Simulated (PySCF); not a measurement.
**Ir²⁺ (iridium, charge +2) across methods**

[Xe] 4f14 5d6 6p1, one real determinant (an excited configuration). All numbers are calculated (PySCF 2.14, scalar relativity through the core potential, in aug-cc-pVTZ-PP with ECP60MDF (6s6p5d3f2g, 88 functions)). The B2PLYP total includes its PT2 part (frozen core); its orbital energies are those of the SCF part.

```csv
method,E (hartree),mean ε 5d α (eV),mean ε 5d β (eV),mean ε 6p α (eV),Σ⟨r²⟩ (bohr²),⟨S²⟩
LDA,-102.8707,-29.482,-26.765,-16.834,38.85,8.751
BHandHLYP,-102.9828,-32.896,-30.012,-17.788,38.87,8.752
PBE,-103.1151,-29.420,-26.776,-16.671,38.75,8.751
M06-L,-103.1509,-29.603,-27.010,-16.188,38.52,8.752
B2PLYP,-102.8925,-32.955,-29.896,-17.825,38.95,8.752
r2SCAN,-103.1381,-29.964,-26.911,-16.791,38.62,8.752
UHF,-102.44851,-36.113,-32.213,-18.932,39.18,8.753
PBE0,-103.0884,-31.297,-28.412,-17.343,38.74,8.751
```

Estimate the same row for wB97X-V.

E (hartree) = -103.0465; mean ε 5d α (eV) = -33.574; mean ε 5d β (eV) = -31.068; mean ε 6p α (eV) = -19.099; Σ⟨r²⟩ (bohr²) = 38.78; ⟨S²⟩ = 8.751.

⟨L²⟩ = 8.01 against 12 for a pure F term, so this real determinant mixes terms. Energies and moments cover only the electrons outside the core potential. Spin-orbit coupling, absent here, splits the open shell strongly.
